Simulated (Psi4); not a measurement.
Relaxed torsion scan: SMILES [SiH3][SiH2][SeH] (H₆SeSi₂), singlet. Scanned: dihedral Si1–Si2–Se3–H9; all other coordinates were relaxed at GFN2-xTB. Points at φ and −φ are mirror images. Heavy atoms are numbered in the order of the SMILES [SiH3][SiH2][SeH], hydrogens after them in the order of the atoms that carry them; the mirror image has the same energies with the sign of each dihedral reversed.

Methods: PBE/def2-TZVP // GFN2-xTB (Psi4); MP2/cc-pVTZ = Psi4 1.11 with DF-MP2 (frozen core)/cc-pVTZ // GFN2-xTB.

Energies relative to the lowest point of each profile, in kJ/mol:

| φ / ° | PBE/def2-TZVP |
|---|---|
| -165 | 5.16 |
| -135 | 6.34 |
| -120 | 6.25 |
| -105 | 5.00 |
| -15 | 2.41 |
| 15 | 2.41 |
| 30 | 1.16 |
| 45 | 0.11 |
| 60 | 0.00 |
| 75 | 1.09 |
| 135 | 6.34 |
| 150 | 5.77 |

**Question.** What does MP2/cc-pVTZ give at the same points?

**Answer.** -165: 4.33; -135: 6.31; -120: 6.60; -105: 5.55; -15: 2.12; 15: 2.12; 30: 0.91; 45: 0.00; 60: 0.11; 75: 1.46; 135: 6.31; 150: 5.29 (kJ/mol).
